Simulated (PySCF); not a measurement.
# Exact mass, isotope pattern and composition

Species: `[O]=[Ru-2](=[O])(=[O])=[O]` ([RuO4]2-) [triplet].

All values are calculated from tables of isotopes.

**Question.** Molar mass and exact mass?

**Answer.** For [RuO4]2-, with standard atomic weights, 1 × 101.070 + 4 × 15.999 = 165.066 g/mol. From the most abundant isotopes (102Ru, 16O), 1 × 101.904349 + 4 × 15.994915 = 165.8840 u for neutral atoms; the ion's mass is 165.8851 u once 2 electron masses (0.000549 u) are added.

**Question.** What cluster does the ion itself show when like nominal masses merge?

**Answer.** 
```csv
nominal mass,m/z (centroid),relative intensity
160,79.9442,17.5
162,80.9431,6.0
163,81.4433,40.3
164,81.9425,39.9
165,82.4432,54.2
166,82.9426,100.0
167,83.4451,0.6
168,83.9431,59.6
170,84.9452,0.5
```

Lines under 0.1 % of the tallest are left out. Abundances used (%; other tables differ somewhat): 96Ru 5.54, 98Ru 1.87, 99Ru 12.76, 100Ru 12.6, 101Ru 17.06, 102Ru 31.55, 104Ru 18.62; 16O 99.757, 17O 0.038, 18O 0.205.

**Question.** Count the protons, neutrons and electrons of the monoisotopic species, and give its exact less its nominal mass.

**Answer.** 76 protons, 90 neutrons and 78 electrons; 165.8840 − 166 = -0.1160 u, electron masses as for neutral atoms.

**Question.** What share of all these ions is the monoisotopic species?

**Answer.** 0.3155 × 0.99757^4 = 31.24 %.

**Question.** What resolving power m/Δm just matches the spacing of the species with one 104Ru and with one 18O?

**Answer.** They lie 0.00316 u apart at mass 167.89, so m/Δm is about 53000.

**Question.** Resolve the fine structure: one atom at a time replaced by a minor isotope.

**Answer.** Intensity in % of the monoisotopic species:

| isotope | mass shift (u) | m/z | intensity (%) |
| --- | --- | --- | --- |
| 96Ru | -5.99675 | 79.9442 | 17.56 |
| 98Ru | -3.99906 | 80.9430 | 5.93 |
| 99Ru | -2.99841 | 81.4433 | 40.44 |
| 100Ru | -2.00013 | 81.9425 | 39.94 |
| 101Ru | -0.99877 | 82.4432 | 54.07 |
| 17O | +1.00422 | 83.4447 | 0.15 |
| 104Ru | +2.00108 | 83.9431 | 59.02 |
| 18O | +2.00425 | 83.9447 | 0.82 |

Species under 0.02 % are left out.

**Question.** What is the composition by mass?

**Answer.** Ru 61.23 %, O 38.77 %.
